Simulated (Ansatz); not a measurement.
C4H2F8, SMILES `FCC(F)(F)C(F)(F)C(F)(F)F`, 14 atoms. The species carries charge 0 and has multiplicity 1. Hardware: A = 4 threads of an AMD EPYC 7R13 on a shared host and a share of an NVIDIA H100 80 GB; B = 4 threads of an AMD EPYC 7R13 on a shared host. Correlated methods freeze the cores.

(1) Give the basis size and wall time and peak host memory of each of these runs in Ansatz. direct RPA on PBE orbitals/def2-TZVPP energy [A]; RKS r2SCANh-D4/def2-TZVPP energy [A]; RKS PBE0-D4/def2-TZVP relaxation (5 steps) [A]; RKS SPW92 (LDA)/def2-TZVPP energy [A]; RHF-MP2/def2-QZVPP energy [A]; RHF-CCSD(T)/def2-TZVPP energy [A]; RKS ωB97M-V/def2-SVP energy [B]; RKS PBE0-D4/def2-TZVP frequencies [A]; RKS PBE0-D4/def2-SVP energy [B]; RKS ωB97X-V/def2-TZVPP energy [A]; RHF-CCSD(T)/def2-SVP energy [A]; RKS PBE-QIDH (frozen core)/def2-TZVPP energy [A]. (Best estimate.)

Answers

(1) The calculation gave: Other jobs shared the machine, so times are rough.

```
                                level                       job  functions  wall time  peak host memory (GiB)
           RKS SPW92 (LDA)/def2-TZVPP                energy [A]        400      1.8 s                    0.92
            RKS r2SCANh-D4/def2-TZVPP                energy [A]        400      2.1 s                    0.96
RKS PBE-QIDH (frozen core)/def2-TZVPP                energy [A]        400      2.7 s                       2
               RKS ωB97X-V/def2-TZVPP                energy [A]        400      2.9 s                       1
                 RKS PBE0-D4/def2-SVP                energy [B]        178        3 s                    0.66
direct RPA on PBE orbitals/def2-TZVPP                energy [A]        400      3.8 s                       2
                 RHF-CCSD(T)/def2-SVP                energy [A]        178      4.3 s                    0.85
                   RHF-MP2/def2-QZVPP                energy [A]        744        6 s                     1.4
                 RKS ωB97M-V/def2-SVP                energy [B]        178      9.5 s                    0.88
                RKS PBE0-D4/def2-TZVP  relaxation (5 steps) [A]        384      9.5 s                     1.1
               RHF-CCSD(T)/def2-TZVPP                energy [A]        400       43 s                    0.92
                RKS PBE0-D4/def2-TZVP           frequencies [A]        384    2.9 min                     1.1
```
